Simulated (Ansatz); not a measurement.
Frontier orbitals of CH$_{3}$AlF$_{2}$Si.

```
atom   x (Å)   y (Å)   z (Å)
  F1   1.141   1.793  -0.066
  C2   0.464   0.619  -0.007
  F3  -2.246   1.894  -0.835
 Al4  -1.422   0.531  -0.410
 Si5   1.234  -0.871   0.429
  H6  -2.195  -0.839  -0.339
  H7   0.364  -2.061   0.448
  H8   2.659  -1.067   0.780
```

The species carries charge 0 and has multiplicity 1. The bonds changed during the relaxation, so this is another structure than the one it started from. The structure was optimised at the PBE0-D4/def2-TZVP level. Basis def2-TZVPP, the Gaussian-basis code of Ansatz.

Orbital energies of one run (eV). Highest occupied ones, from the top: -7.05, -8.36, -10.09, -11.07, -11.78, -11.79, -12.92, -13.25, -13.37, -14.12, -15.77, -19.35, -32.94, -35.17. Empty: -1.99, -0.21, -0.08, 0.57, 0.91, 1.39.

Q: Which functional gave them?
A. r2SCAN0
B. HSE06 (plane-wave form)
C. CAM-B3LYP
D. r2SCANh

A: A. HOMO energies: r2SCAN0 -7.05, r2SCANh -6.50, HSE06 -6.53, CAM-B3LYP -8.09 eV.
